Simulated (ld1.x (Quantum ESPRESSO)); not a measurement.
## Logarithmic derivatives: Fe (Z = 26), TM

ld1.x (Quantum ESPRESSO) 7.5 input, shortened:

```
&input
   title='Fe', zed=26., rel=1, dft='PZ', iswitch=3,
   config='[Ar] 3d6 4s0 4p0'
 /
 &inputp
   pseudotype=2, tm=.true., lloc=2,
   nlcc=.false.
 /
3
4S  1  0   0.00   0.00  1.80  1.80  0.0
4P  2  1   0.00   0.00  2.05  2.05  0.0
3D  3  2   6.00   0.00  0.90  0.90  0.0
 &test
   configts(1)='3d6 4s0 4p0'
 /
```

The phase is arctan(r·u′/u) with u = r·R(r), unwrapped; energies in Ry, scanned from -4 to 5 Ry. A pole is an energy at which the radial function vanishes at the test radius. The pseudo phase is shifted by a multiple of π to meet the all-electron one at the reference energy, and phase errors are pseudo minus all-electron; the curves can meet again beyond the range given. Levels narrower than the energy grid can be missing from the lists of poles.

Question: For each channel, where are the poles, and over which energies does the pseudopotential scatter like the atom?

Answer:

| channel | radius (bohr) | reference energy (Ry) | poles, all-electron | poles, pseudo | unbroken range about the reference energy with phases within 0.05 rad | phase error 1 Ry above the reference energy (rad) |
| --- | --- | --- | --- | --- | --- | --- |
| s | 2.25 | -1.50 | 1.56 | -0.35, 2.37 | below -0.8 | -0.149 |
| p | 2.25 | -1.05 | 2.73 | 1.69 | below 0.0 | -0.048 |
| d | 2.25 | -1.91 | -1.68, 4.58 | -1.68, 4.64 | the whole range | +0.001 |

Note: ghost states, extra bound levels that the all-electron valence spectrum of the same l lacks: s at -466.1 eV, p at -204.8 eV. A true bound ghost makes a file unfit for plane-wave use.

Phases in the s channel:

```tsv
E (Ry)	all-electron	pseudo
-4.00	1.233	1.223
-3.76	1.208	1.198
-3.52	1.179	1.168
-3.28	1.143	1.131
-3.04	1.097	1.084
-2.80	1.036	1.023
-2.56	0.954	0.940
-2.32	0.837	0.823
-2.08	0.663	0.650
-1.84	0.399	0.391
-1.60	0.022	0.021
-1.36	-0.403	-0.405
-1.12	-0.752	-0.769
-0.88	-0.990	-1.034
-0.64	-1.147	-1.238
-0.40	-1.254	-1.484
-0.16	-1.330	-3.389
0.08	-1.388	-4.303
0.32	-1.433	-4.441
0.56	-1.469	-4.512
0.80	-1.499	-4.559
1.04	-1.525	-4.595
1.28	-1.548	-4.624
1.52	-1.568	-4.648
1.76	-1.586	-4.669
2.00	-1.604	-4.687
2.24	-1.620	-4.704
2.48	-1.636	-4.719
2.72	-1.651	-4.734
2.96	-1.667	-4.747
3.20	-1.683	-4.760
3.44	-1.700	-4.773
3.68	-1.717	-4.786
3.92	-1.736	-4.799
4.16	-1.758	-4.812
4.40	-1.782	-4.826
4.64	-1.809	-4.840
4.88	-1.842	-4.856
```
